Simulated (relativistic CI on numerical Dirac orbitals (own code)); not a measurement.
## Forbidden lines of Ga8+

These numbers are calculated, not measured: Dirac-Coulomb-Breit CI, orbitals from a KLI potential per configuration, model QED, unscaled Slater integrals (own radial code, finite nucleus).

CI space (outside the closed core [Ne]): 3s2 3p6 3d5, 3s2 3p5 3d6, 3s2 3p6 3d4 4s, 3s 3p6 3d6, 3s2 3p6 3d4 4p, 3s2 3p6 3d4 4d, 3s2 3p6 3d3 4s 4p, 3s2 3p6 3d4 4f, 3s2 3p6 3d4 5s, 3s2 3p6 3d4 5p, 3s2 3p6 3d4 5d, 3s2 3p6 3d3 4p 4d, 3s2 3p5 3d5 4s, 3s2 3p6 3d4 5f, 3s2 3p6 3d4 6s, 3s2 3p6 3d4 5g, 3s2 3p6 3d4 6p, 3s2 3p6 3d4 6d, 3s2 3p5 3d5 4p, 3s 3p6 3d5 4s, 3s2 3p5 3d5 5s, 3s 3p6 3d5 4p, 3s 3p6 3d5 5s, 3s 3p6 3d5 6s, 3s2 3p6 3d3 4s2, 3s2 3p6 3d2 4s2 4p, 3s2 3p6 3d2 4s2 4d, 3s2 3p6 3d2 4s2 4f, 3p6 3d7, 3p5 3d8, 3s2 3p6 3d3 4p2, 3s2 3p6 3d2 4s 4p2, 3s2 3p6 3d2 4p3, 3s2 3p6 3d2 4p2 4d, 3s2 3p6 3d2 4p2 4f, 3s 3p6 3d4 4s2, 3s 3p6 3d3 4s2 4p, 3s 3p6 3d3 4s2 4d, 3s 3p6 3d3 4s2 4f. Double excitations out of closed p, d and f shells are left out; levels of such configurations are missing from the list, as are those of other unlisted configurations, and high levels can miss mixing partners. These lack a partner that the ground configuration has and come out too high: 3s2 3p5 3d5 4s, 3s2 3p5 3d5 4p, 3s2 3p5 3d5 5s.

```csv
λ vac (Å),Lower,Upper,Type,A (s⁻¹),E lower (cm⁻¹),E upper (cm⁻¹)
1348.9,3s2 3p6 3d5 6S_5/2 [1],3s2 3p6 3d5 4D_5/2 [11],M1,7.63e+00,0.0,74131.8
1491.0,3s2 3p6 3d5 6S_5/2 [1],3s2 3p6 3d5 4P_3/2 [7],M1,2.51e+01,0.0,67068.9
1505.4,3s2 3p6 3d5 6S_5/2 [1],3s2 3p6 3d5 4P_5/2 [6],M1,3.74e+01,0.0,66427.2
2132.7,3s2 3p6 3d5 4G_11/2 [2],3s2 3p6 3d5 2H_11/2 [24],M1,1.48e+01,59751.3,106640.4
2143.4,3s2 3p6 3d5 4G_9/2 [5],3s2 3p6 3d5 2H_11/2 [24],M1,6.15e+00,59986.0,106640.4
2240.4,3s2 3p6 3d5 4G_7/2 [4],3s2 3p6 3d5 2H_9/2 [23],M1,3.90e+00,59963.1,104597.3
2241.6,3s2 3p6 3d5 4G_9/2 [5],3s2 3p6 3d5 2H_9/2 [23],M1,6.08e+00,59986.0,104597.3
2332.8,3s2 3p6 3d5 4G_5/2 [3],3s2 3p6 3d5 2F_5/2 [22],M1,9.67e+00,59814.3,102681.6
2340.9,3s2 3p6 3d5 4G_7/2 [4],3s2 3p6 3d5 2F_5/2 [22],M1,6.89e+00,59963.1,102681.6
2486.2,3s2 3p6 3d5 4G_7/2 [4],3s2 3p6 3d5 4F_7/2 [20],M1,5.57e+00,59963.1,100185.5
2487.6,3s2 3p6 3d5 4G_9/2 [5],3s2 3p6 3d5 4F_7/2 [20],M1,4.90e+00,59986.0,100185.5
2516.5,3s2 3p6 3d5 4G_7/2 [4],3s2 3p6 3d5 4F_5/2 [19],M1,5.34e+00,59963.1,99701.3
2535.2,3s2 3p6 3d5 4G_11/2 [2],3s2 3p6 3d5 4F_9/2 [18],M1,4.02e+00,59751.3,99196.7
2682.4,3s2 3p6 3d5 4G_9/2 [5],3s2 3p6 3d5 2F_7/2 [17],M1,1.25e+01,59986.0,97266.4
3063.2,3s2 3p6 3d5 4G_5/2 [3],3s2 3p6 3d5 2D_5/2 [15],M1,6.65e+00,59814.3,92459.8
3077.2,3s2 3p6 3d5 4G_7/2 [4],3s2 3p6 3d5 2D_5/2 [15],M1,6.52e+00,59963.1,92459.8
3643.6,3s2 3p6 3d5 4D_7/2 [9],3s2 3p6 3d5 4F_7/2 [20],M1,5.14e+00,72739.8,100185.5
3779.7,3s2 3p6 3d5 4D_7/2 [9],3s2 3p6 3d5 4F_9/2 [18],M1,3.53e+00,72739.8,99196.7
3841.3,3s2 3p6 3d5 4P_5/2 [6],3s2 3p6 3d5 2D_5/2 [15],M1,1.56e+01,66427.2,92459.8
4939.7,3s2 3p6 3d5 2I_11/2 [13],3s2 3p6 3d5 2H_11/2 [24],M1,6.49e+00,86396.2,106640.4
```

Terms are leading LS components. Brackets give the number of a level in order of energy, since labels repeat. The list gives strong lines, with weight on those to low levels, among the lowest 400 of 10921 levels, so that lines to higher ones, which can be the strongest, are missing. Levels whose partners in the same complex of configurations lie outside the list can be far off, and so can their lines. Rates are taken at the computed energies, electric ones in the length gauge.

At this charge configurations can still be misplaced by up to about 7 % of their energy. Terms inside the open d or f shell come out 10 to 20 % too wide with unscaled integrals.
